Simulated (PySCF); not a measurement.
C2H6Be, charge +1, doublet, geometry from GFN2-xTB (such geometries of metal compounds can be far from the true shape) (a state made from the parent by changing its charge; the spin is typed, not shown lowest). Base run: CAMB3LYP/STO-3G (PySCF).

Input for PySCF:
```python
from pyscf import gto, scf, dft

mol = gto.Mole()
mol.atom = '''
    Be    0.008125    0.005898   -0.018515
    C     1.344978    0.168117   -1.102040
    H     2.017265   -0.684335   -0.982499
    H     1.883965    1.091228   -0.877036
    H     0.980211    0.201307   -2.130990
    C    -1.340760   -0.189206    1.044371
    H    -1.858388   -1.122389    0.811944
    H    -2.028869    0.649451    0.916823
    H    -0.987920   -0.216943    2.077773
'''
mol.basis = 'sto-3g'
mol.charge = 1
mol.spin = 1
mol.verbose = 4
mol.build()

mf = dft.UKS(mol)
mf.xc = 'camb3lyp'
mf.kernel()
```

Each row names what was changed in the base input (with any setting that the change needs).

```json
[
 {"change": "base", "ΔE vs base (mEh)": "0.000", "SCF cycles": "9", "<S^2>": "0.761", "outcome": "converged"},
 {"change": "conv_tol_grad = 1e-7", "ΔE vs base (mEh)": "0.000", "SCF cycles": "12", "<S^2>": "0.761", "outcome": "converged"},
 {"change": "level_shift = 1.0 (with mf.max_cycle = 100)", "ΔE vs base (mEh)": "0.000", "SCF cycles": "23", "<S^2>": "0.761", "outcome": "converged"},
 {"change": "level_shift = 0.3 (with mf.max_cycle = 100)", "ΔE vs base (mEh)": "0.000", "SCF cycles": "13", "<S^2>": "0.761", "outcome": "converged"},
 {"change": "diis_space = 12", "ΔE vs base (mEh)": "0.000", "SCF cycles": "9", "<S^2>": "0.761", "outcome": "converged"},
 {"change": "conv_tol_grad = 1e-3", "ΔE vs base (mEh)": "0.000", "SCF cycles": "9", "<S^2>": "0.761", "outcome": "converged"},
 {"change": "diis = off (with mf.max_cycle = 100)", "ΔE vs base (mEh)": "-", "SCF cycles": "100", "<S^2>": "-", "outcome": "not converged"},
 {"change": "diis_space = 2", "ΔE vs base (mEh)": "0.000", "SCF cycles": "12", "<S^2>": "0.761", "outcome": "converged"},
 {"change": "init_guess = atom", "ΔE vs base (mEh)": "0.000", "SCF cycles": "9", "<S^2>": "0.761", "outcome": "converged"},
 {"change": "damp = 0.5; diis_start_cycle = 5", "ΔE vs base (mEh)": "0.000", "SCF cycles": "10", "<S^2>": "0.761", "outcome": "converged"},
 {"change": "diis_space = 20", "ΔE vs base (mEh)": "0.000", "SCF cycles": "9", "<S^2>": "0.761", "outcome": "converged"},
 {"change": "init_guess = sap", "ΔE vs base (mEh)": "36.368", "SCF cycles": "13", "<S^2>": "0.751", "outcome": "another SCF solution"},
 {"change": "conv_tol = 1e-11", "ΔE vs base (mEh)": "0.000", "SCF cycles": "11", "<S^2>": "0.761", "outcome": "converged"}
]
```

A guess, shift, damping, solver or small numerical setting can't move a converged solution much, so rows marked as another SCF solution ended in a different state.

Open shells are given as the SCF converged; they aren't shown to be the lowest states, and a large step between rows can be another state.
